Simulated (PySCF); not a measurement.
Effect of structural changes

The calculation used TDDFT CAM-B3LYP/def2-SVPD circular dichroism and optical rotation, one conformer, gas phase (PySCF). Geometry: GFN2-xTB.

Each molecule in one low-energy conformer. The parent is C#C[C@@H]1C[C@@H]1[NH2+][GeH3].

The molecule is flexible and this is one conformer; a measurement averages over conformers. The calculation is non-relativistic, which matters for the atoms heavier than Zn.

How does the specific rotation at 589.3 nm (origin-invariant length gauge) change along this series?
- C#C[C@@H]1C[C@@H]1[NH2+][GeH3] (base)
- C#C[C@H]1C[C@@H]1[NH2+][GeH3] (diastereomer)


| molecule | [α]589 (deg dm⁻¹ (g/mL)⁻¹) | S1 (eV) | R(S1), velocity form (10⁻⁴⁰ esu² cm²) |
| --- | --- | --- | --- |
| C#C[C@@H]1C[C@@H]1[NH2+][GeH3] | -203.9 | 6.28 | -0.2 |
| C#C[C@H]1C[C@@H]1[NH2+][GeH3] | +67.1 | 6.07 | -4.7 |

The specific rotation at 589.3 nm (origin-invariant length gauge) is lowest for C#C[C@@H]1C[C@@H]1[NH2+][GeH3] and highest for C#C[C@H]1C[C@@H]1[NH2+][GeH3].
